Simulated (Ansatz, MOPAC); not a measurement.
Reaction (SMILES): S[Si](S)(Cl)Cl [dichloro-bis(sulfanyl)silane] -> S[Si](S)Cl + Cl atom (the Cl-Si bond breaks)

Wanted: bond dissociation energy (enthalpy at 298 K), in kcal/mol. Set-up: six Cartesian d functions in 6-31G* and its kin unless marked 5d; UHF or UKS for open shells; frozen cores in correlated levels; no spin-orbit coupling; non-relativistic; dispersion terms only where a functional's name holds one. CBS(X,Y): correlation extrapolated as X^-3; Hartree-Fock from the larger set. Ab initio and DFT rows: single points at B3LYP-D3(BJ) geometries (Ansatz, a quantum-chemistry and plane-wave program), with unscaled harmonic terms from B3LYP/6-31G* (Ansatz) at its own minima. Semi-empirical rows: MOPAC heats of formation at their own minima for 298 K.

```tsv
species	coefficient	E at B3LYP/6-31G* (Ansatz), Eh	E at wB97X-V/def2-TZVPD (Ansatz), Eh	H(298 K) - E, kcal/mol	heat of formation at MNDO (MOPAC), kcal/mol
S[Si](S)(Cl)Cl	-1	-2007.62306	-2007.41756	20.35	-75.35
S[Si](S)Cl	+1	-1547.33321	-1547.16262	18.04	-15.24
Cl atom	+1	-460.13624	-460.08005	1.48	28.99
```

Coupled cluster (Ansatz) is a level with limits of its own, used here on species with T1 under 0.025 (0.045 for open shells) and stable references: CCSD(T)/CBS(cc-pV(T+d)Z,cc-pV(Q+d)Z). Value to compare with, CCSD(T)/CBS(cc-pV(T+d)Z,cc-pV(Q+d)Z) (Ansatz): 110.3 kcal/mol. 1 Eh = 627.5095 kcal/mol.

Question: Work the quantity out at each level, and compare with CCSD(T)/CBS(cc-pV(T+d)Z,cc-pV(Q+d)Z) (Ansatz).

Answer: 
- B3LYP/6-31G*: the sum of coefficient times E is 0.15361 Eh, or 96.39 kcal/mol; the thermal terms add -0.83. Result: 95.6 kcal/mol. Its difference against CCSD(T)/CBS(cc-pV(T+d)Z,cc-pV(Q+d)Z) (Ansatz) is -14.7 kcal/mol.
- wB97X-V/def2-TZVPD: the sum of coefficient times E is 0.17489 Eh, or 109.75 kcal/mol; the thermal terms add -0.83. Result: 108.9 kcal/mol. Its difference against CCSD(T)/CBS(cc-pV(T+d)Z,cc-pV(Q+d)Z) (Ansatz) is -1.4 kcal/mol.
- MNDO: the sum of coefficient times heat of formation is 89.10 kcal/mol; it needs no thermal term. Its difference against CCSD(T)/CBS(cc-pV(T+d)Z,cc-pV(Q+d)Z) (Ansatz) is -21.2 kcal/mol.
